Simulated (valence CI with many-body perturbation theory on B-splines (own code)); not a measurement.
## W XXXIV: input, log and results

Calculated by valence CI with perturbative core correlation (CI+MBPT): five valence electrons over a frozen Dirac-Fock core [Kr], radial functions for each j: 6 s, 6 p, 5 d, 5 f, 1 g, with the one-electron correlation potential Σ1 (screened to all orders), the two-electron term Σ2, the three-electron term Σ3, Breit, model QED; selected single and double excitations, second order for the rest, scaled by the run's own slope (own B-spline code, finite nucleus).

Command, and the settings that its task file holds:

```sh
python run_cv.py task.json out
```

```
atom W  Z=74  mass_number=184  rms_radius_fm=5.3658
core [Kr]
valence 4d5
avg = 1
basis = S
breit = 1
cap = 10000
capref = 1200
cscale = 1
de = 0.0
dress = 0
eps = 2e-08
extrap = 1
h = 0.27
hh = 1
l2 = 3
lcore = 6
maxit = 60
n2 = 5
natural = 1
nlev = 21
nno = [3, 3, 3, 3, 1]
nroot = 26
nsp = [3, 3, 2, 2, 0]
pt2 = 1
qed = 1
rpa = 1
s1 = 1
s2 = -1
s3 = 1
screen = 1
tol = 2e-05
whole = 1
```

It took 2.2 min on 1 thread of Arm Neoverse N1 (shared host).

Log. The first blocks belong to the next ion, which gives the ionisation energy. Fields: 2J, parity (1 odd), roots, reference size, generating configurations, candidates as configurations/state functions, variational space P, stored matrix elements, Davidson steps; e2 is the range of second-order energies in hartree. The first line gives the box (bohr), its intervals, the orbitals and the steps of their self-consistent field. Window is the range of levels sought, series limit the energy at which the first omitted orbital would enter, core excitation an estimate of the first excitation out of the core, left out the lowest levels not solved, and shifts from estimates the range by which levels moved from their first estimate, all in cm⁻¹.

```
rmax 4.4 intervals 58 orbitals 40 references ['4d5', '4d4 4f', '4d3 4f2', '4d4 5s', '4d4 5p'] scf 5 t 2.5
2J=0 par=0 roots 2 ref 26 generators 7 cand 3579/7860 P 560/1000 nnz 0 it 0
2J=0 par=0 roots 2 ref 26 generators 9 cand 3371/7636 P 1206/2529 nnz 8.6e+05 it 5
   second order: generators 13 cand 4978/11501 e2 -0.00002 -0.00001
reference levels 1532, estimated 33, window 332635 1/cm; series limit 5877637, core excitation 1259913
2J=5 par=0 roots 7 ref 183 generators 14 cand 5729/162360 P 264/3730 nnz 3.2e+06 it 7
2J=5 par=0 roots 7 ref 183 generators 15 cand 5663/161311 P 748/10000 nnz 1.9e+07 it 9
   second order: generators 31 cand 12921/412478 e2 -0.00163 -0.00090
2J=7 par=0 roots 6 ref 192 generators 10 cand 5721/176535 P 218/3726 nnz 3.5e+06 it 7
2J=7 par=0 roots 6 ref 192 generators 12 cand 5662/175475 P 614/9992 nnz 2.1e+07 it 7
   second order: generators 24 cand 11822/430802 e2 -0.00157 -0.00105
2J=3 par=0 roots 5 ref 141 generators 9 cand 5724/124542 P 289/3662 nnz 2.9e+06 it 6
2J=3 par=0 roots 5 ref 141 generators 13 cand 6668/143570 P 868/9982 nnz 1.9e+07 it 8
   second order: generators 20 cand 8927/196133 e2 -0.00090 -0.00068
2J=11 par=0 roots 3 ref 150 generators 9 cand 5494/144874 P 312/3700 nnz 3.1e+06 it 5
2J=11 par=0 roots 3 ref 150 generators 12 cand 5398/143818 P 894/9991 nnz 2e+07 it 6
   second order: generators 21 cand 10284/319212 e2 -0.00049 -0.00047
2J=9 par=0 roots 4 ref 181 generators 8 cand 5645/168871 P 250/3689 nnz 3.2e+06 it 5
2J=9 par=0 roots 4 ref 181 generators 12 cand 6610/203091 P 723/9990 nnz 2.1e+07 it 7
   second order: generators 19 cand 8962/268598 e2 -0.00103 -0.00075
2J=1 par=0 roots 3 ref 77 generators 7 cand 5514/66747 P 519/3599 nnz 2.8e+06 it 5
2J=1 par=0 roots 3 ref 77 generators 12 cand 5350/65719 P 1360/9993 nnz 1.4e+07 it 8
   second order: generators 18 cand 8331/102308 e2 -0.00023 -0.00016
2J=13 par=0 roots 1 ref 112 generators 3 cand 4118/100641 P 363/3639 nnz 3.5e+06 it 4
2J=13 par=0 roots 1 ref 112 generators 5 cand 4746/109368 P 906/9978 nnz 1.7e+07 it 5
   second order: generators 8 cand 6209/152504 e2 -0.00015 -0.00015
left out: unestimated 482706, estimated 424166, shifts from estimates -389 to 36
operators 4.5
```

The Davidson iterations converged. The settings are bad on purpose, so the numbers may not be properties of the ion.

The last digits are not significant, and no measured levels were compared; by estimate large intervals hold to a few tenths of a per cent, small ones and those within an open d or f shell to about a per cent. Among the levels kept, up to 290 cm⁻¹ of a level comes from second order outside the variational space, and about a tenth of that is noise between levels of different J, which matters for small intervals. Only levels of the ground parity were solved; by the run's estimate the other parity begins above the list, which can be wrong where configurations are misplaced.

- Valence energy: -276.3625 hartree
- Ionisation energy: 1377.6 eV (NIST: 1386.8 ± 1.4 eV (semi-empirical))
- Reference configurations for the orbitals: 4d5, 4d4 4f, 4d3 4f2, 4d4 5s, 4d4 5p
- Radial orbitals: 40
- Box radius: 4.392 bohr
- Largest variational space: 10000
- Lowest levels: (4d3/2^4 4d5/2) J=5/2 0.0, (4d3/2^3 4d5/2^2) J=5/2 [a] 101240, (4d3/2^3 4d5/2^2) J=7/2 [a] 143290, (4d3/2^3 4d5/2^2) J=3/2 [a] 143890, (4d3/2^3 4d5/2^2) J=11/2 154690, (4d3/2^3 4d5/2^2) J=9/2 165880, (4d3/2^3 4d5/2^2) J=5/2 [b] 171530, (4d3/2^3 4d5/2^2) J=1/2 175340, (4d3/2^3 4d5/2^2) J=7/2 [b] 189920, (4d3/2^3 4d5/2^2) J=3/2 [b] 226070, (4d3/2^2 4d5/2^3) J=5/2 [a] 239710, (4d3/2^2 4d5/2^3) J=7/2 [a] 267310, (4d3/2^2 4d5/2^3) J=11/2 276890, (4d3/2^2 4d5/2^3) J=9/2 [a] 279940 cm⁻¹

Levels are named by their leading jj configuration (3d3/2^4 stands for four electrons in 3d with j = 3/2), which in mixed levels can hold well under half, so a name can repeat and another be missing. Letters in brackets count levels of one name in rising energy.
